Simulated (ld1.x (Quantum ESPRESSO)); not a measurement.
**Os: excitation energies, all-electron against RRKJ**

| Property | Result |
| --- | --- |
| Element | osmium |
| Generator | ld1.x (Quantum ESPRESSO) 7.5 |
| Type | norm-conserving RRKJ (Kleinman–Bylander form) |
| Functional | PBE |
| Relativity | scalar-relativistic |
| Frozen core | [Xe] 4f14 |
| Valence charge | 8 |
| Reference configuration | 5d6.5 6s1.5 6p0 |
| Partial waves | 6p (bound, empty): rc 4.00 bohr; 5d (bound): rc 2.15 bohr; 6s (bound): rc 2.50 bohr |
| Local potential | the s channel |
| Core correction | a·sin(br)/r model core inside 1.85 bohr |
| rho0 | 0.01 |

Energies are relative to the spin-unpolarised reference configuration 5d6.5 6s1.5 6p0; without spin polarisation the order of configurations can differ from experiment. The frozen-core shift is the all-electron ΔE with the core orbitals held at their reference shape minus the fully relaxed ΔE.

```json
{"valence configuration": "5d6 6s0 6p0", "charge": "+2", "ΔE all-electron (eV)": "26.437", "error AE − PS (meV)": "-49", "frozen-core shift (meV)": "+23"}
{"valence configuration": "5d7 6s0 6p0", "charge": "+1", "ΔE all-electron (eV)": "8.985", "error AE − PS (meV)": "-43", "frozen-core shift (meV)": "+18"}
{"valence configuration": "5d4 6s0 6p0", "charge": "+4", "ΔE all-electron (eV)": "96.762", "error AE − PS (meV)": "-762", "frozen-core shift (meV)": "+681"}
{"valence configuration": "5d5 6s2 6p0", "charge": "+1", "ΔE all-electron (eV)": "11.024", "error AE − PS (meV)": "-120", "frozen-core shift (meV)": "+71"}
{"valence configuration": "5d5 6s2 6p1", "charge": "0", "ΔE all-electron (eV)": "6.051", "error AE − PS (meV)": "-164", "frozen-core shift (meV)": "+73"}
```

(1) What are ΔE and the potential's error for 5d6 6s1 6p0?

(2) What are ΔE and the potential's error for 5d6 6s2 6p0?

Results:

(1) ΔE = 9.523 eV all-electron; the error (AE − PS) is -13 meV.

(2) ΔE = -0.054 eV all-electron; the error (AE − PS) is -12 meV.
